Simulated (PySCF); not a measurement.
Se(OMe)(SeH) (CH₄OSe₂), SMILES CO[Se][SeH]. Atoms are numbered in the order given.

```xyz
8

Se     0.4960    -0.1874     0.8373
O      1.6715    -0.7199    -0.4244
C      1.2748    -1.8135    -1.2124
H      0.4075    -1.5629    -1.8508
H      2.1268    -2.0545    -1.8662
H      1.0234    -2.7018    -0.6056
Se    -1.1589     0.8714    -0.3795
H     -2.0411    -0.2987    -0.5729
```
Charge 0, spin multiplicity 1.

Geometry: PBE0-D3(BJ)/def2-SVP. This is a generated structure with no PubChem entry under its InChIKey; it may be hypothetical. Other conformers were not sampled.

All values below come from PBE/def2-TZVP (PySCF).

ESP charges are fitted to the potential on shells at 1.4 to 2.0 van der Waals radii. Atomic charges (e):

| atom | ESP fit | Löwdin | IAO |
|---|---|---|---|
| Se1 | … | 0.17 | 0.30 |
| O2 | … | -0.07 | -0.50 |
| C3 | … | -0.44 | -0.22 |
| H4 | 0.08 | 0.10 | 0.13 |
| H5 | 0.14 | 0.12 | 0.16 |
| H6 | 0.11 | 0.10 | 0.13 |
| Se7 | -0.08 | 0.00 | -0.06 |
| H8 | 0.11 | 0.03 | 0.05 |

Problem. What belongs in the gaps? (An estimate is asked for; the answer gives what the named calculation found.)

Solution. 
- Se1, ESP fit: 0.04
- O2, ESP fit: -0.16
- C3, ESP fit: -0.22

Computed Mayer and Wiberg (Löwdin basis) orders of the bonds:
```json
[
 {"bond": "Se1–O2", "Mayer": "0.98", "Wiberg": "1.48"},
 {"bond": "O2–C3", "Mayer": "0.99", "Wiberg": "1.60"},
 {"bond": "C3–H4", "Mayer": "0.96", "Wiberg": "0.94"},
 {"bond": "C3–H5", "Mayer": "0.95", "Wiberg": "0.93"},
 {"bond": "C3–H6", "Mayer": "0.96", "Wiberg": "0.94"},
 {"bond": "Se1–Se7", "Mayer": "1.26", "Wiberg": "1.82"},
 {"bond": "Se7–H8", "Mayer": "0.94", "Wiberg": "1.04"}
]
```
